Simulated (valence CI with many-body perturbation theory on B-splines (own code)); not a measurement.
Values are calculated unless marked as measured or tabulated.
## Nb⁸⁺: magnetic and hyperfine properties of the levels

Method: valence CI with perturbative core correlation (CI+MBPT): five valence electrons over a frozen Dirac-Fock core [Ar] 3d10, a basis of 9 s, 9 p, 8 d, 6 f, 3 g, 1 h functions for each j, with the one-electron correlation potential Σ1, the two-electron term Σ2, the three-electron term Σ3, Breit, model QED; selected CI, second order for the rest, scaled by the run's own slope (own B-spline code, finite nucleus).

No measured spectrum was set against this ion. As an estimate, levels hold to about 250 cm⁻¹ or 0.2 % of their energy and the worst to 1 %, as in measured heavy ions of charge 2 to 7; those with d or f electrons hold less well. Among the levels kept, up to 760 cm⁻¹ of a level comes from second order outside the variational space, and about a tenth of that is noise between levels of different J, which matters for small intervals.

A/g_I is the dipole constant over the nuclear g factor μ/I (μ in nuclear magnetons, uniformly magnetised nucleus), B/Q the quadrupole constant per barn. Both hold the static response of the core; the bare values leave it out. Large factors of s and p1/2 electrons are usually good to 5 to 10 %; those of open d and f shells near neutrality can be off by tens of per cent, and small factors of p3/2, d and f electrons come from cancelling terms and can be off by a factor of two or in sign, in half-filled shells by more. B is blank for J = 1/2, where it vanishes, and for nearly pure S terms. Energies count from the lowest level.

Names give the largest LS component (configuration and term), which can be under half, so a name can repeat, a term be missing and a line seem to break the LS rules; names also repeat where a configuration has a term twice. Letters in brackets count levels of one name in rising energy.

| Level | E (cm⁻¹) | g | A/g_I (MHz) | A/g_I bare | B/Q (MHz/b) | B/Q bare |
| --- | --- | --- | --- | --- | --- | --- |
| 4s2 4p3 4S°_3/2 | 0 | 1.907 | 911 | 617 | 646 | 589 |
| 4s2 4p3 2D°_3/2 | 25026 | 0.972 | 2400 | 2270 | 5550 | 5080 |
| 4s2 4p3 2D°_5/2 | 32184 | 1.200 | 6090 | 5630 | -41.4 | -34.4 |
| 4s2 4p3 2P°_1/2 | 50896 | 0.665 | 17700 | 16600 |  |  |
| 4s2 4p3 2P°_3/2 | 62835 | 1.255 | 3340 | 3060 | -6250 | -5710 |
| 4s 4p4 4P_5/2 | 206230 | 1.585 | 15100 | 14000 | 5130 | 4700 |
| 4s 4p4 4P_3/2 | 218620 | 1.715 | 12600 | 11700 | -4440 | -4070 |
| 4s 4p4 4P_1/2 | 222760 | 2.637 | 33500 | 31100 |  |  |
| 4s 4p4 2D_3/2 | 253740 | 0.843 | -4530 | -4220 | -7510 | -6880 |
| 4s 4p4 2D_5/2 | 257600 | 1.215 | 16700 | 15600 | -11000 | -10000 |
| 4s 4p4 2S_1/2 | 289580 | 1.543 | 33600 | 31300 |  |  |
| 4s 4p4 2P_3/2 | 292280 | 1.306 | -304 | -346 | 3410 | 3120 |
| 4s 4p4 2P_1/2 | 311850 | 1.142 | 31200 | 29200 |  |  |
| 4s2 4p2 4d 4F_3/2 | 323900 | 0.486 | 1830 | 1820 | 54.5 | -8.74 |
| 4s2 4p2 4d 4F_5/2 | 329020 | 1.089 | 699 | 665 | 1900 | 1670 |
| 4s2 4p2 4d 4F_7/2 | 337030 | 1.255 | 940 | 848 | 1370 | 1170 |
| 4s2 4p2 4d 2F_5/2 [a] | 338060 | 0.964 | 4470 | 4170 | -1840 | -1710 |
| 4s2 4p2 4d 4D_1/2 | 341950 | 0.034 | 6950 | 6660 |  |  |
| 4s2 4p2 4d 4D_3/2 | 343230 | 1.134 | 3260 | 3030 | -2550 | -2320 |
| 4s2 4p2 4d 2F_7/2 [a] | 343230 | 1.257 | 2360 | 2170 | 2030 | 1820 |
| 4s2 4p2 4d 4F_9/2 | 345000 | 1.311 | 2490 | 2270 | -3570 | -3360 |
| 4s2 4p2 4d 4D_5/2 | 349650 | 1.210 | 2740 | 2540 | -1880 | -1730 |
| 4s2 4p2 4d 4D_7/2 | 361970 | 1.260 | 1900 | 1750 | 2040 | 1830 |
| 4s2 4p2 4d 2P_3/2 [a] | 368270 | 1.291 | -1670 | -1590 | 652 | 578 |
| 4s2 4p2 4d 2G_7/2 | 374110 | 0.929 | 3390 | 3170 | 9330 | 8440 |
| 4s2 4p2 4d 2G_9/2 | 378650 | 1.134 | 2450 | 2290 | 11500 | 10400 |
| 4s2 4p2 4d 4P_5/2 | 382170 | 1.554 | 592 | 476 | 185 | 165 |
| 4s2 4p2 4d 2P_1/2 [a] | 383290 | 1.026 | 10100 | 9510 |  |  |
| 4s2 4p2 4d 4P_3/2 | 385600 | 1.508 | 1340 | 1180 | -618 | -556 |
| 4s2 4p2 4d 4P_1/2 | 390200 | 2.221 | -320 | -598 |  |  |
| 4s2 4p2 4d 2D_3/2 [a] | 392100 | 1.009 | 2470 | 2300 | 1670 | 1500 |
| 4s2 4p2 4d 2D_5/2 [a] | 402750 | 1.213 | 2920 | 2700 | -1760 | -1640 |
| 4s2 4p2 4d 2D_3/2 [b] | 409530 | 0.865 | 2920 | 2730 | -598 | -531 |
| 4s2 4p2 4d 2D_5/2 [b] | 412950 | 1.194 | 1310 | 1230 | 8010 | 7280 |
| 4s2 4p2 4d 2P_1/2 [b] | 415660 | 0.876 | -4170 | -3830 |  |  |
| 4s2 4p2 4d 2F_5/2 [b] | 420560 | 0.975 | 1810 | 1710 | 1920 | 1730 |
| 4s2 4p2 4d 2S_1/2 | 427530 | 1.858 | 10900 | 10200 |  |  |
| 4s2 4p2 4d 2P_3/2 [b] | 427660 | 1.294 | 1160 | 1060 | -2430 | -2210 |
| 4s2 4p2 4d 2F_7/2 [b] | 428530 | 1.140 | 2970 | 2740 | -1450 | -1370 |
| 4s2 4p2 4d 2D_3/2 [c] | 445910 | 0.813 | 1910 | 1830 | 1820 | 1630 |

**Question.** Take the isotope of mass number 93, with I = 9/2, μ = 6.163 μN and Q = -0.32 b. What is the hyperfine structure of 4s2 4p3 2D°_5/2?

**Answer.** From the table A = 8350 MHz, B = 13.2 MHz. Shifts from the centre of gravity in MHz: F = 2: -115000, F = 3: -89800, F = 4: -56400, F = 5: -14600, F = 6: 35500, F = 7: 93900.
